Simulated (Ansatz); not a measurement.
C3H12AlP, SMILES `C[P+](C)(C)[AlH3-]` at its PBE0-D4/def2-TZVP geometry, where that method's forces vanish. The species carries charge 0 and has multiplicity 1.

```xyz
17

C    -0.3793    1.7633   -0.2847
P    -0.0223    0.0054   -0.0012
C    -0.8968   -0.8536   -1.3409
C    -0.9668   -0.4108    1.4930
Al    2.3610   -0.5247    0.1396
H     0.0938    2.0772   -1.2166
H    -1.4536    1.9527   -0.3404
H     0.0512    2.3501    0.5284
H    -0.7957   -1.9309   -1.1991
H    -0.4337   -0.5923   -2.2938
H    -1.9560   -0.5880   -1.3664
H    -0.5489    0.1331    2.3417
H    -2.0241   -0.1591    1.3848
H    -0.8662   -1.4790    1.6921
H     2.8231   -0.0261   -1.3159
H     2.7565    0.3923    1.3979
H     2.2579   -2.1095    0.3815
```

Task: What forces (eV/Å) does B3LYP-D4/def2-TZVPP give on these atoms in the Gaussian-basis code of Ansatz? (An estimate is asked.)

Result: The calculation gave: 
```
C1  -0.025  0.192 -0.031
P2   0.150 -0.032  0.010
C3  -0.084 -0.099 -0.149
C4  -0.090 -0.049  0.166
Al5  0.108 -0.025  0.008
H6  -0.039  0.002  0.052
H7   0.059  0.012 -0.001
H8  -0.036 -0.014 -0.052
H9  -0.022  0.056 -0.023
H10 -0.044 -0.023  0.042
H11  0.051 -0.028 -0.017
H12 -0.041 -0.035 -0.034
H13  0.050 -0.020  0.026
H14 -0.023  0.060  0.004
H15 -0.019 -0.035  0.096
H16 -0.015 -0.062 -0.083
H17  0.018  0.101 -0.015
```

B3LYP here is the variant with VWN-RPA as its local correlation; programs differ in this.
